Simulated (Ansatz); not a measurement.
Start from `S[SiH2][SiH2][GeH3]` and change one atom or group to get `O[SiH2][SiH2]S`.

Ansatz, PBE0-D4/def2-TZVP geometries, multiplicity 1. Each molecule was computed in one conformer, which needn't be the lowest.

Scalar relativity is left out up to krypton.

```csv
property,`S[SiH2][SiH2][GeH3]`
HOMO–LUMO gap (PBE0/def2-TZVPP) / eV,6.72
HOMO energy (ωB97M-V/def2-TZVPP) / eV,-9.41
HOMO–LUMO gap (B3LYP/def2-TZVPP) / eV,6.32
HOMO energy (PBE0/def2-TZVPP) / eV,-7.32
HOMO–LUMO gap (PBE/def2-TZVPP) / eV,4.76
size of the dipole moment (ωB97M-V/def2-TZVPP) / D,1.05
```

Task: Give the same properties after the change, and the shifts. (Estimate.)

Result: Ansatz gave: 
| property | `O[SiH2][SiH2]S` | shift |
| --- | --- | --- |
| HOMO–LUMO gap (PBE0/def2-TZVPP) / eV | 6.66 | -0.06 |
| HOMO energy (ωB97M-V/def2-TZVPP) / eV | -9.48 | -0.07 |
| HOMO–LUMO gap (B3LYP/def2-TZVPP) / eV | 6.26 | -0.06 |
| HOMO energy (PBE0/def2-TZVPP) / eV | -7.41 | -0.09 |
| HOMO–LUMO gap (PBE/def2-TZVPP) / eV | 4.67 | -0.09 |
| size of the dipole moment (ωB97M-V/def2-TZVPP) / D | 1.13 | 0.08 |

With PBE0 the HOMO falls by 0.09 eV and the LUMO falls by 0.16 eV, so the gap narrows by about 0.07 eV. PBE moves the HOMO by -0.10 eV and ωB97M-V by -0.07 eV. Dipoles are sizes alone; their direction can turn.

B3LYP here is the variant with VWN-RPA as its local correlation; programs differ in this.
